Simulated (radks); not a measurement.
Species: B-. Configuration: [He] 2s2 2p2. Method: scalar-relativistic Kohn-Sham, PBE, spin-unpolarised, spherical densities, point nucleus; hard spherical wall at 20 bohr; computed with a radial shooting solver on a logarithmic mesh with Libxc functionals.

Normalised radial functions P(r) = r R(r), r in bohr:

r	2s	3p
0.01824	0.0728	0.0005
0.02056	0.0811	0.0006
0.02337	0.0909	0.0007
0.02635	0.1009	0.0009
0.02971	0.1119	0.0012
0.0335	0.1237	0.0015
0.03777	0.1364	0.0018
0.04258	0.1500	0.0023
0.04801	0.1644	0.0029
0.05414	0.1795	0.0036
0.06104	0.1952	0.0046
0.06882	0.2112	0.0057
0.07759	0.2272	0.0071
0.08749	0.2429	0.0088
0.09943	0.2588	0.0110
0.1121	0.2721	0.0136
0.1264	0.2833	0.0168
0.1425	0.2914	0.0205
0.1607	0.2955	0.0251
0.1812	0.2946	0.0305
0.2043	0.2875	0.0369
0.2303	0.2730	0.0444
0.2597	0.2501	0.0531
0.2928	0.2177	0.0631
0.3301	0.1750	0.0744
0.3722	0.1216	0.0872
0.4197	0.0575	0.1014
0.477	-0.0220	0.1180
0.5378	-0.1056	0.1347
0.6064	-0.1959	0.1522
0.6837	-0.2898	0.1702
0.7708	-0.3838	0.1882
0.8691	-0.4745	0.2059
0.9799	-0.5575	0.2228
1.105	-0.6275	0.2377
1.246	-0.6796	0.2498
1.405	-0.7101	0.2580
1.584	-0.7164	0.2615
1.786	-0.6983	0.2599
2.013	-0.6575	0.2530
2.288	-0.5933	0.2398
2.58	-0.5191	0.2224
2.909	-0.4377	0.2008
3.28	-0.3552	0.1755
3.698	-0.2770	0.1473
4.169	-0.2071	0.1164
4.701	-0.1482	0.0829
5.3	-0.1011	0.0463
5.976	-0.0656	0.0059
6.738	-0.0402	-0.0395
7.597	-0.0232	-0.0913
8.565	-0.0126	-0.1505
9.735	-0.0061	-0.2210
10.98	-0.0028	-0.2877
12.38	-0.0012	-0.3390
13.95	-0.0005	-0.3506
15.73	-0.0002	-0.3053
17.74	0.0000	-0.1873
20	0.0000	0.0000

2s: eigenvalue -3.911 eV, 1 radial node at r = 0.461 bohr, <r> = 2.04 bohr, 90 % of the charge inside 3.30 bohr. 3p (empty): eigenvalue 2.000 eV, 1 radial node at r = 6.08 bohr, <r> = 11.5 bohr, 90 % of the charge inside 16.4 bohr.
